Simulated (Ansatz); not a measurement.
Two isomers of C2H5ClO2Si: A = `O=CC(Cl)O[SiH3]`, B = `O=COC[SiH2]Cl`.

Calculated with Ansatz (gas phase, PBE0-D4/def2-TZVP geometries, no zero-point term in ΔE). CCSD(T)/CBS is the MP2 limit (def2-TZVPP, def2-QZVPP) plus CCSD(T) − MP2 in def2-TZVPP, frozen cores. Functionals use def2-TZVPP. B3LYP here is the variant with VWN-RPA as its local correlation; programs differ in this. Each species was taken in one conformer, which may not be the lowest.

Task: Which isomer does CCSD(T)/CBS put lower? Give the gap. (Estimate.)

Result: Ansatz gave: B, by 98.1 kJ/mol.

Task: Give E(B) − E(A) in kJ/mol with CCSD/def2-TZVPP, LDA (SPW92), CCSD(T)/def2-SVP, CCSD(T)/def2-TZVPP, ωB97M-V, B3LYP-D4, r2SCAN-D4. (An estimate is asked.)

Result: The calculation gave: CCSD/def2-TZVPP -96.2, LDA (SPW92) -112.6, CCSD(T)/def2-SVP -100.4, CCSD(T)/def2-TZVPP -96.9, ωB97M-V -103.9, B3LYP-D4 -99.7, r2SCAN-D4 -109.5. None reverses the order clearly.

Task: Does the order hold for the free energy at 298.15 K (harmonic terms from PBE0-D4)? (Estimate.)

Result: The calculation gave: Yes: G(B) − G(A) = -88.4 kJ/mol, for one conformer each. Modes under 60 cm⁻¹, often nearly free rotors, make the harmonic entropy too high.

Largest T1 diagnostic: 0.014.

Leaving LDA and LC-ωPBE aside and taking each functional with its dispersion term where it has one, the values, not all of them listed here, spread over 12.4 kJ/mol, from HSE06-D4 to BLYP-D4.
